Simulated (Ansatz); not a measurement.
Cd9Te9H24⁻. Total charge -1; doublet. Geometry r2SCAN-D4/def2-SVP, that of the neutral singlet; atoms count from 1.

Cartesian coordinates in Å:
```
Cd -5.7500 3.0970 0.6310
Te -3.0647 2.9688 3.0031
Te -3.1560 1.2310 -0.6063
Cd -0.9693 2.7335 -1.7606
Cd -0.1873 1.8098 3.4871
Te 0.7941 2.5670 0.8550
Te 0.7211 0.9094 -3.2392
Cd 3.0147 2.3694 -5.3232
Cd 3.4989 1.5033 0.9840
Te 4.2266 2.3571 -1.9483
Cd -3.0229 -1.5046 0.3263
Te -0.8671 -0.8568 2.5425
Te -1.1508 -2.9544 -1.3366
Cd 1.2303 -1.8566 -2.5596
Cd 1.7159 -2.1714 2.7950
Te 2.5695 -1.1430 0.2108
Cd -1.2212 -6.3647 -1.0195
Te 0.6988 -4.9054 1.6338
H -5.1709 4.5352 -0.0204
H -6.5065 1.7750 1.3435
H -2.6337 4.4791 3.5635
H -3.5782 2.5403 4.5307
H -3.8416 0.8412 -2.0741
H -1.0593 4.3965 -2.0968
H 0.3358 2.3091 5.0160
H 1.1655 4.1522 1.2084
H -0.4327 0.5555 -4.3881
H 2.3703 3.9111 -5.1335
H 3.7932 0.9182 -5.6634
H 4.7801 1.9405 1.9978
H 4.7678 3.8572 -1.4607
H 5.7743 1.7490 -1.8220
H -4.2839 -2.2587 1.1797
H -1.5405 -1.4245 3.9568
H -2.0776 -2.8387 -2.7165
H 2.3937 -2.8091 -3.3508
H 2.6304 -2.4911 4.1814
H 4.0576 -1.8903 0.1592
H -2.6169 -6.3596 -0.0815
H 0.1579 -6.5903 -1.9550
H 0.2425 -5.4615 3.1383
H 2.1923 -5.6254 1.8120
```

In the def2 sets Cd, Te take a core potential; there is no spin–orbit coupling. Single mean-field runs in def2-TZVP are fitted with def2-universal-jkfit.

(1) Estimate the Mulliken populations of the heavy atoms from the PBE0/def2-TZVP orbitals of Ansatz.

(2) Where does the spin sit?

(3) And the Mayer bond orders between heavy atoms (over 0.3)?

## Answers

(1) 
```json
{"atom": "Cd1", "charge (e)": "0.26", "spin (α − β)": "0.00", "d electrons": "9.94"}
{"atom": "Te2", "charge (e)": "-0.18", "spin (α − β)": "0.11", "d electrons": "–"}
{"atom": "Te3", "charge (e)": "-0.45", "spin (α − β)": "0.00", "d electrons": "–"}
{"atom": "Cd4", "charge (e)": "0.45", "spin (α − β)": "0.04", "d electrons": "9.98"}
{"atom": "Cd5", "charge (e)": "0.44", "spin (α − β)": "0.00", "d electrons": "9.98"}
{"atom": "Te6", "charge (e)": "-0.49", "spin (α − β)": "0.03", "d electrons": "–"}
{"atom": "Te7", "charge (e)": "-0.45", "spin (α − β)": "0.00", "d electrons": "–"}
{"atom": "Cd8", "charge (e)": "0.26", "spin (α − β)": "0.00", "d electrons": "9.94"}
{"atom": "Cd9", "charge (e)": "0.43", "spin (α − β)": "0.01", "d electrons": "9.98"}
{"atom": "Te10", "charge (e)": "-0.15", "spin (α − β)": "0.08", "d electrons": "–"}
{"atom": "Cd11", "charge (e)": "0.47", "spin (α − β)": "0.02", "d electrons": "9.98"}
{"atom": "Te12", "charge (e)": "-0.56", "spin (α − β)": "0.12", "d electrons": "–"}
{"atom": "Te13", "charge (e)": "-0.45", "spin (α − β)": "0.00", "d electrons": "–"}
{"atom": "Cd14", "charge (e)": "0.47", "spin (α − β)": "0.01", "d electrons": "9.98"}
{"atom": "Cd15", "charge (e)": "0.42", "spin (α − β)": "0.02", "d electrons": "9.98"}
{"atom": "Te16", "charge (e)": "-0.55", "spin (α − β)": "0.09", "d electrons": "–"}
{"atom": "Cd17", "charge (e)": "0.25", "spin (α − β)": "0.01", "d electrons": "9.94"}
{"atom": "Te18", "charge (e)": "-0.11", "spin (α − β)": "0.03", "d electrons": "–"}
```
Mulliken values depend strongly on the basis.

(2) Summed by element: Cd 0.12, Te 0.45, H 0.43, of 1 unpaired in all. Largest on single atoms: Te12 0.12, Te2 0.11, Te16 0.09.

(3) Te3–Cd4 0.47 (2.89 Å); Te3–Cd11 0.47 (2.89 Å); Cd4–Te7 0.46 (2.89 Å); Cd5–Te6 0.46 (2.91 Å); Cd5–Te12 0.48 (2.91 Å); Te6–Cd9 0.47 (2.91 Å); Te7–Cd14 0.47 (2.89 Å); Cd9–Te16 0.48 (2.91 Å); Cd11–Te13 0.46 (2.89 Å); Te12–Cd15 0.46 (2.91 Å); Te13–Cd14 0.46 (2.89 Å); Cd15–Te16 0.45 (2.91 Å).
